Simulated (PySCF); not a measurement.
Cartesian coordinates (Å):
```xyz
5

Hf    -0.0013    -0.0009     0.0001
Br    -1.3712     0.9327    -1.8487
Br     0.1070     1.6406     1.8601
Br     2.2934    -0.4695    -0.8248
Br    -1.0337    -2.1079     0.8130
```
Charge 0, spin multiplicity 1.

Estimate the dipole moment, total energy and HOMO that PBE-D3(BJ)/def2-TZVP // BP86-D3(BJ)/def2-SVP (PySCF) returns for this input.


The dipole moment comes out as 0.00 D, the total energy is -10343.4488 Ha and the HOMO is -7.65 eV.
